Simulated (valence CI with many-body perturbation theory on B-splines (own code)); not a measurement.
Tl XLI in three bases

Computed by relativistic CI+MBPT: five valence electrons over a frozen Dirac-Fock core [Kr], radial functions for each j: 7 s, 7 p, 8 d, 6 f, 4 g, 1 h, with the one-electron correlation potential Σ1 (screened to all orders), the two-electron term Σ2, the three-electron term Σ3, Breit, model QED; selected single and double excitations, second order for the rest, scaled by the run's own slope (own B-spline code, finite nucleus).

No measured spectrum was set against this ion. As an estimate, large intervals hold to a few tenths of a per cent, small ones and those within an open d or f shell to about a per cent. Among the levels kept, up to 400 cm⁻¹ of a level comes from second order outside the variational space, and about a tenth of that is noise between levels of different J, which matters for small intervals. Only levels of the ground parity were solved; by the run's estimate the other parity begins above the list, which can be wrong where configurations are misplaced.

The reference run has the lowest level (4d3/2^4 4d5/2) J=5/2 and an ionisation energy of 1922.31 eV. Its largest variational space holds 19998 state functions.

Levels are named by their leading jj configuration (3d3/2^4 stands for four electrons in 3d with j = 3/2), which in mixed levels can hold well under half, so a name can repeat and another be missing. Letters in brackets count levels of one name in rising energy.

Changed runs:
A. basis 6 s, 6 p, 5 d, 5 f, 1 g
B. basis 5 s, 5 p, 4 d, 4 f

Excitation energies of the reference run in cm⁻¹, and shifts in cm⁻¹:

| Level | Reference | A | B |
| --- | --- | --- | --- |
| (4d3/2^3 4d5/2^2) J=5/2 [a] | 186662 | -272 | -645 |
| (4d3/2^3 4d5/2^2) J=7/2 [a] | 228682 | -106 | +224 |
| (4d3/2^3 4d5/2^2) J=3/2 [a] | 233864 | -83 | +197 |
| (4d3/2^3 4d5/2^2) J=11/2 | 237605 | -17 | +220 |
| (4d3/2^3 4d5/2^2) J=9/2 | 253145 | -58 | +586 |
| (4d3/2^3 4d5/2^2) J=5/2 [b] | 264466 | -38 | +877 |
| (4d3/2^3 4d5/2^2) J=1/2 | 275197 | -34 | +872 |
| (4d3/2^3 4d5/2^2) J=7/2 [b] | 280083 | +33 | +1073 |
| (4d3/2^3 4d5/2^2) J=3/2 [b] | 337526 | +146 | +1459 |
| (4d3/2^2 4d5/2^3) J=5/2 [a] | 412479 | -278 | -502 |
| (4d3/2^2 4d5/2^3) J=7/2 [a] | 442602 | -243 | +57 |
| (4d3/2^2 4d5/2^3) J=11/2 | 448299 | -149 | +5.2 |
| Ionisation energy (eV) | 1922.31 | -0.08 | -0.21 |
